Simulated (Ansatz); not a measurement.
Program: Ansatz. Geometries: PBE0-D4/def2-TZVP. ΔE: electronic, gas phase. CCSD(T)/CBS is the MP2 limit (def2-TZVPP, def2-QZVPP) plus CCSD(T) − MP2 in def2-TZVPP, frozen cores. This one scheme is used for every species. Functionals use def2-TZVPP. For Se outer-core shells are correlated without core-valence functions, which leaves a few kJ/mol of doubt a bond. Scalar relativity is left out up to krypton. Each species was taken in one conformer, which may not be the lowest.

`O[SiH2]C[SiH2]S` + `C[SeH]` → `C[Se][SiH2]S` + `C[SiH2]O`  (ligand exchange at the Si–C bond)

`O[SiH2]C[SiH2]S`:

Z-matrix (Å, degrees):
```
Si
C 1 1.868
O 1 1.649 2 112.6
H 1 1.482 2 110.1 3 117.0
H 1 1.491 2 108.6 3 -122.8
Si 2 1.866 1 115.0 3 -175.8
H 2 1.096 1 108.8 3 -54.2
H 2 1.096 1 109.1 3 62.5
H 3 0.957 1 118.1 2 -69.6
S 6 2.142 2 113.1 1 174.2
H 6 1.484 2 111.0 1 58.2
H 6 1.486 2 109.6 1 -62.7
H 10 1.344 6 94.8 2 64.5
```

`C[SeH]`:

Z-matrix (Å, degrees):
```
C
Se 1 1.949
H 1 1.088 2 110.6
H 1 1.087 2 110.6 3 -123.3
H 1 1.089 2 106.0 3 118.4
H 2 1.468 1 95.4 3 61.7
```

`C[Se][SiH2]S`:

```xyz
10

C    -1.681   -0.339    0.517
Se   -0.966    0.166   -1.233
Si    1.089    0.785   -0.523
S     2.125   -0.760    0.531
H    -1.005   -1.041    1.001
H    -2.642   -0.817    0.332
H    -1.822    0.546    1.134
H     1.035    1.885    0.473
H     1.805    1.215   -1.748
H     2.062   -1.639   -0.484
```

`C[SiH2]O`:

Z-matrix (Å, degrees):
```
C
Si 1 1.863
H 1 1.093 2 111.0
H 1 1.094 2 110.2 3 119.8
H 1 1.093 2 111.5 3 -120.7
O 2 1.652 1 112.6 3 57.7
H 2 1.492 1 108.9 3 -179.5
H 2 1.483 1 110.6 3 -59.4
H 6 0.957 2 117.7 1 68.6
```

Problem. Is it downhill or uphill in electronic energy at CCSD(T)/CBS, and by how much? (Best estimate.)

Solution. Computed: Downhill: ΔE = -63.9 kJ/mol.

Problem. What do these levels give: r2SCAN-D4, PBE0-D4, B2PLYP, PBE, SCS-MP2/def2-TZVPP, MP2/def2-QZVPP? (An estimate is asked.)

Solution. Computed: r2SCAN-D4 -65.3, PBE0-D4 -65.5, B2PLYP -63.0, PBE -65.6, SCS-MP2/def2-TZVPP -61.2, MP2/def2-QZVPP -66.8 kJ/mol.

Largest T1 diagnostic among the species: 0.011.
